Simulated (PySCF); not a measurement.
Exercise with solution: chemical shift, span and skew from a shielding tensor

H8NSi3, SMILES [SiH2]N([SiH3])[SiH3] (connectivity only; charge and spin as stated), charge +1, multiplicity 1. Atoms are numbered in the order given.

```xyz
12

Si     0.0000     0.0000    -1.7816
N      0.0000     0.0000    -0.1136
Si     1.5714     0.0000     0.8669
Si    -1.5714     0.0000     0.8669
H      1.3029     0.0000    -2.5024
H     -1.3029     0.0000    -2.5024
H      1.5302     1.2448     1.6923
H      2.6677     0.0000    -0.1507
H      1.5302    -1.2448     1.6923
H     -1.5302    -1.2448     1.6923
H     -2.6677     0.0000    -0.1507
H     -1.5302     1.2448     1.6923
```
Charge +1, spin multiplicity 1.

The structure is a stationary point at PBE-D3(BJ)/def2-SVP. The spin state was assumed, not searched. The isomer is the one that the SMILES or the coordinates give; other isomers of the formula were not compared.

GIAO shieldings from PBE/pcSseg-1 (PySCF), non-relativistic, no solvent. The symmetric part of the tensor of Si3 has the principal values 305.7, 324.2, 424.4 ppm. The same nucleus in TMS has σ = 335.4 ppm at this level (PySCF, at its B3LYP-D3(BJ)/def2-TZVP geometry).

Question: Work out the isotropic shielding, the ²⁹Si shift against TMS, the span and the skew.

Answer: 
σ(iso) = (σ11 + σ22 + σ33)/3 = 351.4 ppm. δ = σ(ref) − σ(iso) = 335.4 − (351.4) = -16.0 ppm.
Span Ω = σ33 − σ11 = 118.7 ppm. Skew κ = 3(σ(iso) − σ22)/Ω = 0.69. Tumbling in solution averages the tensor to δ; in a static solid the shielding alone would spread this spin-1/2 line over Ω.
